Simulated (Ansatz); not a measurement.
# A geometry optimisation of FGaHNP− with BLYP-D3(BJ)/def2-SVPD

The starting geometry of this gas-phase singlet was optimised with GFN2-xTB.

```xyz
5

F    -0.7416    0.8121   -1.3841
Ga    1.5950   -0.7041   -0.3225
N     0.1057   -0.3905    0.8459
P    -0.8134   -0.7712   -0.5254
H    -0.4442   -0.0985    1.6515
```

Where would you expect an optimisation with BLYP-D3(BJ)/def2-SVPD to take it?

It keeps its bonds.

The energy falls by 0.24 eV over 10 steps:

```tsv
step	E − E(last) (eV)
1	0.241
2	0.068
3	0.020
4	0.008
5	0.001
6	0.001
7	0.000
8	0.000
9	0.000
10	0.000
```

Final geometry (Å):

```xyz
5

F    -0.9787    0.8884   -1.4042
Ga    1.7518   -0.8386   -0.1634
N     0.0849   -0.4042    0.8077
P    -0.7912   -0.7337   -0.6401
H    -0.3652   -0.0642    1.6655
```

Frequencies at the end are all real (lowest 113 cm⁻¹). Run with Ansatz 0.2.0, 15 s on 2 threads of Arm Neoverse V1, on a shared host.
